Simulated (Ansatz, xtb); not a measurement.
# C2H9AlO2Si: where a starting geometry ends

The starting geometry of this gas-phase singlet was built from a drawn formula by distance geometry and a force field; its bonds are those of `CO[SiH2]O[CH2][AlH2]`.

```xyz
15

C    -0.6773    2.4757    2.7416
C     0.9084    0.1517    0.1891
Al    0.7782   -1.8821    0.0090
O     0.3410    2.8505    1.8217
O    -0.3438    0.7160    0.0916
Si   -0.2160    2.4070    0.2096
H    -0.3527    2.7137    3.7645
H    -0.8082    1.3770    2.7619
H    -1.6482    2.9963    2.5542
H    -1.5238    3.0455   -0.0578
H     0.7591    2.9215   -0.7464
H     1.4416    0.3214    1.1414
H     1.5902    0.4793   -0.6933
H    -0.6317   -2.5556   -0.1349
H     2.0785   -2.7603    0.0552
```

Task: Predict what it relaxes into with r2SCAN-D4/def2-SVP.

Result: It keeps its bonds, and is `CO[SiH2]O[CH2][AlH2]`.

The energy falls by 0.50 eV over 10 steps:

```csv
step,E − E(last) (eV)
1,0.502
2,0.146
3,0.030
4,0.013
5,0.003
6,0.002
7,0.001
8,0.000
9,0.000
10,0.000
```

Final geometry (Å):

```yaml
atoms:
  - { symbol: C, position_ang: [-0.7003, 2.5081, 2.8325] }
  - { symbol: C, position_ang: [1.0384, 0.0533, 0.1224] }
  - { symbol: Al, position_ang: [0.7257, -1.8936, -0.0210] }
  - { symbol: O, position_ang: [0.1115, 2.8598, 1.7324] }
  - { symbol: O, position_ang: [-0.1892, 0.7807, -0.0484] }
  - { symbol: Si, position_ang: [-0.2446, 2.4296, 0.1672] }
  - { symbol: H, position_ang: [-0.2366, 2.8987, 3.7514] }
  - { symbol: H, position_ang: [-0.8032, 1.4116, 2.9349] }
  - { symbol: H, position_ang: [-1.7152, 2.9408, 2.7481] }
  - { symbol: H, position_ang: [-1.6379, 2.8130, -0.1915] }
  - { symbol: H, position_ang: [0.7925, 3.1125, -0.6523] }
  - { symbol: H, position_ang: [1.5102, 0.2995, 1.0997] }
  - { symbol: H, position_ang: [1.7921, 0.3794, -0.6290] }
  - { symbol: H, position_ang: [-0.7410, -2.4790, -0.1801] }
  - { symbol: H, position_ang: [1.9930, -2.8567, 0.0413] }
```

From the same start GFN2-xTB ends elsewhere, differing in Al3–O5 (1.83 against 2.83 Å here).

No frequencies were run, so the end isn't proven a minimum. Run with Ansatz 0.2.0, 24 s on 4 threads of Arm Neoverse V1 (shared host).
